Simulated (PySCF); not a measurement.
# Assignment exercise: C₇H₈

Geometry (Å), atoms numbered from 1 in this order:
```xyz
15

C     2.183   -0.198   -0.294
C     0.702   -0.058   -0.112
C    -0.140   -1.157   -0.257
C    -1.507   -1.039   -0.061
C    -2.059    0.186    0.283
C    -1.232    1.290    0.427
C     0.135    1.167    0.229
H     2.659   -0.537    0.631
H     2.421   -0.929   -1.069
H     2.641    0.753   -0.570
H     0.283   -2.119   -0.529
H    -2.145   -1.908   -0.182
H    -3.128    0.281    0.435
H    -1.653    2.253    0.691
H     0.775    2.036    0.339
```

Computed data (PySCF 2.14.0 with density-fitted response routines): geometry: PBE0-D3(BJ)/def2-TZVP, GIAO B97-2/pcSseg-2 shieldings. Single conformer, non-relativistic, gas phase, equivalent nuclei averaged.

Shifts are taken against calculated references (same method and geometry level): TMS for ¹³C (185.38 ppm), ¹H (31.64 ppm).

Question: Assign these signals to the numbered atoms. ¹³C{¹H} NMR (computed): δ 146.0 (C), 135.7 (CH), 135.1 (CH), 131.8 (CH), 24.5 (CH3).

Answer: 
| δ (ppm) | atoms | environment | reason |
| --- | --- | --- | --- |
| 146.0 | C2 | substituted aromatic carbon | – |
| 135.7 | C3/C7 | aromatic CH | the aromatic region |
| 135.1 | C4/C6 | aromatic CH | – |
| 131.8 | C5 | aromatic CH | – |
| 24.5 | C1 | methyl carbon on an aromatic ring | a saturated carbon with 1 carbon neighbour and no heteroatom attached |

C3/C7 and C4/C6 lie closer than the usual error of such a calculation, so a measured spectrum could show them in the other order.

Question: Assign these signals to the numbered atoms. ¹H NMR (600 MHz, computed): δ 7.53 (m, 2H), 7.47 (m, 2H), 7.42 (m, 1H), 2.45 (s, 3H).

Answer: 
7.53 → H12/H14, hydrogen on an aromatic CH: ring-current deshielding
7.47 → H11/H15, hydrogen on an aromatic CH
7.42 → H13, hydrogen on an aromatic CH
2.45 → H8/H9/H10, hydrogen on a methyl carbon on an aromatic ring: benzylic-type position, deshielded by the ring

H12/H14 and H11/H15; H11/H15 and H13 lie closer than the usual error of such a calculation, so a measured spectrum could show them in the other order.

Shifts are as computed. Against solution values, carbons near 30 ppm lie about +3 ppm off and those near 130 ppm about +7 ppm. Of 1309 compounds with measured shifts, 239 miss one by over three times the rms of a fit or turn the order of signals round; such compounds aren't used in these exercises. Multiplicities follow the n + 1 count of equivalent neighbours, as no J values were calculated; m marks all less simple cases, F and P coupling included.
